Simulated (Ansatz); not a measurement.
Stepwise reaction of `[Cl][In]([Cl])[Cl]` with ammonia, as a gas-phase model of exchange steps in deposition or etching. ΔE in kJ/mol; ΔG adds harmonic PBE0-D4 terms to CCSD(T)/CBS, at 1 bar.

Gas-phase electronic energies from Ansatz, PBE0-D4/def2-TZVP geometries. CBS: MP2 limit from def2 TZ/QZ plus the TZ coupled-cluster correction, frozen cores. This one scheme is used for every species. Functionals use def2-TZVPP. B3LYP here is the variant with VWN-RPA as its local correlation; programs differ in this. def2 core potentials past Kr. For In outer-core shells are correlated without core-valence functions, which leaves a few kJ/mol of doubt a bond. Each species was taken in one conformer, which may not be the lowest.

```
step                                                    reaction  PBE-D4  B3LYP-D4  ωB97M-V  CCSD(T)/CBS  ΔG(600 K)
   1    `[Cl][In]([Cl])[Cl]` + NH₃ → `[NH2][In]([Cl])[Cl]` + HCl    92.2      96.2     95.8         91.5       74.8
   2  `[NH2][In]([Cl])[Cl]` + NH₃ → `[NH2][In]([NH2])[Cl]` + HCl   104.8     108.7    107.8        103.0       98.2
```

Q: Give the row of step 3, `[NH2][In]([NH2])[Cl]` + NH₃ → `[NH2][In]([NH2])[NH2]` + HCl. (Estimate.)

A: Computed: 
```
step                                                      reaction  PBE-D4  B3LYP-D4  ωB97M-V  CCSD(T)/CBS  ΔG(600 K)
   3  `[NH2][In]([NH2])[Cl]` + NH₃ → `[NH2][In]([NH2])[NH2]` + HCl   121.5     125.0    124.0        118.6      104.7
```

Q: By hand: ΔE of the 3 steps together at CCSD(T)/CBS.

A: (91.5) + (103.0) + (118.6) = 313.1 kJ/mol, or 104.4 kJ/mol a step.

In ΔE each step is higher than the one before. All are uphill at CCSD(T)/CBS. ΔG lies between 74.8 and 104.7 kJ/mol a step. PBE-D4 differs from CCSD(T)/CBS by 0.7 to 2.9 kJ/mol a step. Isolated molecules leave out the surface, adducts and barriers. Largest T1 diagnostic: 0.014.
